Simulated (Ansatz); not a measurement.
```yaml
crystal:
  periodic: [false, false, false]
  atoms:
    - {symbol: F, position_ang: [0.190364, -0.730131, -2.055027]}
    - {symbol: C, position_ang: [-0.433609, -1.355174, -1.057261]}
    - {symbol: F, position_ang: [-1.343993, -2.179147, -1.584475]}
    - {symbol: F, position_ang: [0.468371, -2.091012, -0.408588]}
    - {symbol: C, position_ang: [-1.126682, -0.373609, -0.128543]}
    - {symbol: O, position_ang: [-0.211960, 0.492787, 0.434713]}
    - {symbol: Ti, position_ang: [1.110237, 1.445591, 1.037561]}
    - {symbol: Cl, position_ang: [1.234442, 1.178016, 3.198226]}
    - {symbol: Cl, position_ang: [0.738972, 3.541186, 0.560577]}
    - {symbol: Cl, position_ang: [2.954196, 0.780026, 0.097832]}
    - {symbol: H, position_ang: [-1.637229, -0.946341, 0.651300]}
    - {symbol: H, position_ang: [-1.866109, 0.182509, -0.712314]}
basis:
  gaussian: {orbitals: def2-SVPD}
hamiltonian: {xc: {name: wB97M-V}, dispersion: rvv10}
output: {forces: true}
```

```sh
$ ansatz run in.yaml --threads 4 --pin off --events-out ev --progress --plain --max-ram 46080MiB --backend cpu
```

Question: How does Ansatz answer? (An estimate is asked.)

Answer: The calculation gave: The program refused the input.
```
Error: invalid value for `hamiltonian.dispersion`: this functional's text states its nonlocal part
```
